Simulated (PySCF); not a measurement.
C2H5O2, SMILES CC(O)=[OH+], charge +1.

Geometry optimised at B3LYP-D3(BJ)/def2-SVP. The isomer is the one that the SMILES or the coordinates give; other isomers of the formula were not compared. Other conformers were not sampled.

Computed with B3LYP-D3(BJ)/def2-SVP run with PySCF.

Harmonic, unscaled wavenumbers; measured fundamentals usually lie a few per cent lower.

```
mode  ν (cm⁻¹)  IR (km/mol)  moving atoms (share of kinetic energy)
----  --------  -----------  --------------------------------------
1           49          1.3                                  H 94 %
2          439          2.3                  O 40 %, H 34 %, C 26 %
3          544          4.0                  H 48 %, C 37 %, O 15 %
4          574         30.1                  O 42 %, H 30 %, C 28 %
5          637        234.4                                  H 91 %
6          759         71.2                  H 74 %, O 15 %, C 11 %
7          906         22.6                  C 42 %, O 34 %, H 24 %
8         1024          4.9                          H 70 %, C 24 %
9         1048         20.9                          H 49 %, C 48 %
10        1163        174.5                          H 75 %, O 23 %
11        1196        110.9                          H 65 %, O 33 %
12        1369         28.6                          H 84 %, C 15 %
13        1400         58.0                                  H 95 %
14        1444         28.7                                  H 91 %
15        1578        280.3                  C 69 %, O 19 %, H 12 %
16        1674        276.0                   C 70 %, O 22 %, H 8 %
17        3029         37.3                                  H 96 %
18        3124         16.0                           H 92 %, C 8 %
19        3180         13.6                          H 90 %, C 10 %
20        3640        305.3                                  H 94 %
21        3708        255.9                                  H 94 %
```
